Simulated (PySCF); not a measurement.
# Telling isomers of C₅H₈F₂ apart by NMR

Theory: GIAO PBE0/pcSseg-1 shieldings, geometry from GFN2-xTB, in PySCF (non-relativistic Hamiltonian, a single conformation, isolated molecule, equivalent nuclei averaged).

Referencing at the same level of theory: $^{1}$H, $^{13}$C against TMS. Splittings of carbon signals by F and P are missing where no couplings were computed. Where no couplings were computed, multiplicities follow the n + 1 count of equivalent neighbours, and m marks all less simple cases (inequivalent or close neighbours, rings, F or P nearby). Shifts are as computed. Against solution values, carbons near 30 ppm lie about +3 ppm off and those near 130 ppm about +5 ppm (rms about the fit 2.1 ppm; single classes can miss by 10 ppm). Of 1328 compounds with measured shifts, 309 miss one by over three times the rms of a fit or turn the order of signals round; such compounds aren't used in these exercises. Signals without a measured value on file couldn't be tested in this way; 1H shifts scatter by 0.2 ppm about their fit, and single ones miss by 0.5 ppm.

(1) Tabulate the signals of `FCC1(F)CCC1`, `FC/C=C\CCF` and their relative energies.

(2) What is the quickest way to tell FCC1(F)CCC1 from FC/C=C\CCF?

## Answers

(1) 
| SMILES | carbon types | δC | δH | E rel. (kcal/mol) |
| --- | --- | --- | --- | --- |
| FCC1(F)CCC1 | 1×C 4×CH2 | 95.5, 87.7, 32.5, 10.7 | 4.53 (m, 2H), 2.57 (m, 2H), 2.48 (m, 2H), 1.83 (m, 1H), 1.63 (m, 1H) | 0.0 |
| FC/C=C\CCF | 2×CH 3×CH2 | 141.9, 128.3, 85.5, 84.8, 35.5 | 6.20 (m, 1H), 5.63 (m, 2H), 5.39 (m, 1H), 4.63 (m, 2H), 2.41 (m, 2H) | 7.9 |

Energies are electronic energies at PBE0/pcSseg-1 on these geometries, without zero-point or thermal terms, each for the one conformer computed, which needn't be the lowest.

(2) Count the carbon signals: 4 against 5. The first has a fully substituted sp3 carbon bonded to F (C) at 95.5 ppm, the second an alkene CH at 141.9 ppm. In the proton spectra the most deshielded non-exchanging signals are 4.53 (m, 2H) and 6.20 (m, 1H).
